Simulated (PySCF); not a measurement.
Problem. What does the PBE0-D3(BJ)/def2-SVP structure of `CC(=O)NC(C)C` look like in three dimensions?

Solution. 
Z-matrix in Å and degrees, rows numbered from 1:
```
C 
C   1  1.5144
O   2  1.2153  1  122.64
N   2  1.3633  1  114.43  3   179.90
C   4  1.4491  2  123.18  1   179.42
C   5  1.5233  4  110.71  2   124.28
C   5  1.5244  4  111.17  2  -110.09
H   1  1.0956  2  108.61  3    -0.79
H   1  1.1009  2  110.86  3   119.25
H   1  1.1008  2  110.92  3  -120.98
H   4  1.0123  2  118.78  1     1.95
H   5  1.1005  4  104.24  2     6.89
H   6  1.1032  5  111.15  4    63.22
H   6  1.1003  5  110.86  4  -177.37
H   6  1.0996  5  110.87  4   -57.06
H   7  1.1006  5  110.91  4   177.46
H   7  1.1029  5  111.16  4   -62.87
H   7  1.0996  5  110.66  4    57.36
```

N4 (amide nitrogen) is planar (angles 123.2°, 118.8° and 118.0°, sum 360.0°, 0.02 Å off the plane of its three neighbours). Of the pairs four or more bonds apart, O3···H12 is among the closest relative to their van der Waals radii: 2.31 Å, 85 % of the sum of Bondi's values. The C–N distances run from 1.363 Å (C2–N4, drawn single) to 1.449 Å (N4–C5, drawn single), a spread of 0.086 Å.

Method used: PBE0-D3(BJ)/def2-SVP geometry optimisation, gas phase in PySCF 2.14.0.

Point group: near Cs, missed by 0.25 Å at most; the miss may be what the optimiser left on a soft mode. PBE0-D3(BJ)/def2-SVP frequencies: not computed here. The numbers are those of one conformer (C1–C2–N4–C5 179°, C2–N4–C5–C6 124°).

On an Arm Neoverse V2 with one thread, no GPU, on a shared host, this took 54 s. That covers the optimisation of the geometry.
